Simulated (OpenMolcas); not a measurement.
# Zr2+: the spin-orbit constant, Racah parameters, worked from levels

```
Program             : OpenMolcas
Basis               : ANO-RCC-VTZP [7s6p4d2f1g]
Scalar Hamiltonian  : DKH2, point nucleus
Active space        : 2 electrons in 5 orbitals (4d)
State averaging     : 2S+1 = 3 even, 10 roots; 2S+1 = 1 even, 15 roots
Spin-orbit coupling : RASSI with atomic mean-field integrals over the reference wave functions, term energies averaged over their components
```

Methods: CASSCF; SS-CASPT2, IPEA 0.25 Eh, imaginary shift 0.1 Eh (closed shells correlated: 4s 4p). Measured levels: Moore, Atomic Energy Levels, vol. II, NSRDS-NBS 35 (1971 reprint of NBS Circular 467, 1952); NIST levels as listed in Rynkun, Gaigalas and Jonsson, Astron. Astrophys. 637, A10 (2020).

**The spin-orbit constant.** For the Hund term 3F of d2, E(J) = (A/2) J(J+1) + constant and ζ = 2S·A = 2A. From J = 2 to J = 4 the energy changes by 7 A.

```tsv
Source	E(4) - E(2)	A	ζ
CASSCF	1482.8	211.8	424
SS-CASPT2	1510.6	215.8	432
measured	1486.4	212.3	425
```

All in cm-1. SS-CASPT2 is off by +1.6 % and CASSCF by -0.2 %. Both methods take the spin-orbit matrix elements from the reference wave functions, so the second can move ζ only through the term energies and any multistate remixing. Second-order mixing with other terms is absorbed into this ζ.

**Racah parameters.** Above 3F, d2 has 3P at 15B, 1G at 12B + 2C and 1D at 5B + 2C. The first two fix B and C, and the third tests them; where it misses by thousands of cm-1, two parameters do not describe the configuration (Trees and configuration-interaction terms are left out) and B and C hang on the terms chosen. Term energies are centres of gravity, weighted by 2J + 1.

```json
{"Source": "CASSCF", "3P": "9971", "1G": "13012", "B": "665", "C": "2518", "C/B": "3.79", "1D from B, C": "8361", "1D found": "8329"}
{"Source": "SS-CASPT2", "3P": "8193", "1G": "10787", "B": "546", "C": "2116", "C/B": "3.88", "1D from B, C": "6962", "1D found": "4586"}
{"Source": "measured", "3P": "7717", "1G": "10185", "B": "514", "C": "2006", "C/B": "3.90", "1D from B, C": "6582", "1D found": "4878"}
```

Energies in cm-1. From CASSCF to SS-CASPT2, B changes by -17.9 % and C by -16.0 %. Against the measured terms, SS-CASPT2 has B off by +6.2 % and C by +5.5 %.

CASPT2 does not keep the components of a term degenerate, so their means are used; among the terms shown or strongly mixed into the levels shown the widest spread is 480 cm-1 (4d2 3F, SS-CASPT2). Levels of configurations with an s electron are missing; early in the row they begin among the upper levels of the d shell and mix with terms of their name. Without dynamic correlation excited terms often stand tens of per cent too high (terms of higher spin than the ground term too low), and those without a measured partner can miss by more than the paired ones (holds for CASSCF). Some levels mix across a computed gap that differs much from the measured one, so their mixing is not that of the real levels (holds for CASSCF). Computed and measured levels are paired by configuration, term and J; levels that our copy of the source lacks, or whose pairing is in doubt (as where it misses far off the trend of its configuration), stay unpaired and out of the deviations. Only configurations of the active space appear.
